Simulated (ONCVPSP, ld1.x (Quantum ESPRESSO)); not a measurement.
## Potentials for Si (Z = 14) compared

Generated with ld1.x 7.5 (TM, RRKJ, ultrasoft, PAW), atompaw 4.2 or ONCVPSP 4.0.1. The cutoff is in Ry: for ld1.x and atompaw files where the sum of valence levels is converged to 10 mRy in a Bessel basis, for ONCV files where the hardest occupied wave has 1 mHa per electron of residual kinetic energy. The error is the largest all-electron minus pseudo excitation energy over each file’s own four to seven test configurations (ionisations up to +4, promotions, holes and added fractions of an electron), all of which were solved. The labels leave out finer settings (local radius, basis sizes, second energies), which also bear on the numbers. Spin-polarised tests are not counted. The rows are a selection from randomly drawn settings: files with unsolved tests, undetermined cutoffs or missed reference levels are left out.

| potential | cutoff (Ry) | largest error (meV) | bound ghosts |
| --- | --- | --- | --- |
| ONCV, LDA (Perdew-Wang 92), scalar-relativistic, rc 1.15/0.85/1.05 (spd), local smoothed, core correction yes, reference 2s2 2p6 3s2 3p2, qcut 12.7/17.6/10.2, projectors 2/2/2 | 223 | +2.3 | none |
| ONCV, LDA (Perdew-Wang 92), scalar-relativistic, rc 1.95/2.25 (sp), local smoothed, core correction no, reference 3s2 3p2, qcut 4.2/4.2, projectors 2/1 | 15 | +217 | none |
| TM, PW91, non-relativistic, rc 1.45/2.05/2.00 (spd), local s, core correction yes, reference 3s2 3p1.5 | 30 | +48 | none |

Fill in the row for Si: ONCV, PBE, scalar-relativistic, rc 2.00/2.40/1.95 (spd), local smoothed, core correction yes, reference 3s2 3p2, qcut 3.2/4.1/5.4, projectors 3/2/2.

cutoff 33 Ry, largest error +65 meV, bound ghosts: none.

Fill in the row for Si: ONCV, PBEsol, scalar-relativistic, rc 1.50/1.60 (sp), local smoothed, core correction yes, reference 3s2 3p1.5, qcut 3.4/5.5, projectors 2/2.

cutoff 28 Ry, largest error -15 meV, bound ghosts: none.

Fill in the row for Si: ONCV, LDA (Perdew-Wang 92), scalar-relativistic, rc 1.80/1.80 (sp), local smoothed, core correction yes, reference 3s2 3p2, qcut 4.6/5.4, projectors 2/1.

cutoff 16 Ry, largest error +115 meV, bound ghosts: none.
